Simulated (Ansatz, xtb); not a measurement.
System: sum formula VO₂Cl, charge 0, multiplicity 1. SMILES: [O]=[V](=[O])[Cl]
Structure (B3LYP-D3(BJ)/def2-TZVP (Ansatz, a quantum-chemistry and plane-wave program) minimum search):
```
V
O 1 1.5811
O 1 1.5811 2 110.51
Cl 1 2.1861 2 118.82 3 142.49
```
Charge 0, spin multiplicity 1.

Harmonic wavenumbers from GFN2-xTB (xtb, at its own minimum), cm⁻¹: 225, 238, 327, 411, 932, 1009.

**Question.** Give the harmonic wavenumbers at B3LYP-D3(BJ)/def2-TZVP (Ansatz, finite differences of forces, unscaled).

**Answer.** 121, 187, 343, 495, 1076, 1083 cm⁻¹. Zero-point energy 4.7 kcal/mol.

**Question.** From these and the geometry, give the ideal-gas thermochemistry at 298.15 K and 1 atm (rigid rotor, harmonic oscillator).

**Answer.** Point group Cs, rotational symmetry number 1. Rotational constants 8.828, 2.98, 2.294 GHz. S(trans) 40.22, S(rot) 26.08, S(vib) 7.34, S(elec, spin only) 0.00, S 73.6 cal/(mol K). H(298) - H(0) 3.58 kcal/mol; G - E(el) -13.6 kcal/mol.
